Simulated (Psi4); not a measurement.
HgI, doublet, at a GFN2-xTB geometry (such geometries of metal compounds can be far from the true shape) (the spin is typed, not shown lowest) (core potentials on Hg, I). Base run: B3LYP/def2-SVP in Psi4.

Here is a job for Psi4.
```
memory 2 GB

molecule mol {
0 2
Hg   -0.000000   -0.000000   -1.184662
I     0.000000    0.000000    1.788169
}

set {
  basis def2-svp
  reference uks
}

energy('b3lyp')
print_variables()
```

Each row names what was changed in the base input (with any setting that the change needs).

| change | basis functions | E (Eh) | dipole (D) |
|---|---|---|---|
| base | 58 | -451.35813 | 2.29 |
| basis = def2-SV(P) | ___ | ___ | ___ |
| basis = def2-SVPD | ___ | ___ | ___ |
| basis = def2-TZVP | 93 | -451.37485 | 2.37 |
| basis = def2-TZVPD | 105 | -451.37504 | 2.42 |
| basis = def2-TZVPP | 109 | -451.37507 | 2.37 |
| basis = def2-QZVP | 154 | -451.37677 | 2.39 |
| basis = def2-QZVPP | 170 | -451.37682 | 2.38 |

Task: Some entries are withheld; supply them.

Result: 
- basis = def2-SV(P), basis functions: 51
- basis = def2-SV(P), E (Eh): -451.35785
- basis = def2-SV(P), dipole (D): 2.30
- basis = def2-SVPD, basis functions: 70
- basis = def2-SVPD, E (Eh): -451.36177
- basis = def2-SVPD, dipole (D): 2.52

Totals compare only among sets that treat the same electrons; sets with core potentials leave the core out.

Open shells are given as the SCF converged; they aren't shown to be the lowest states, and a large step between rows can be another state.
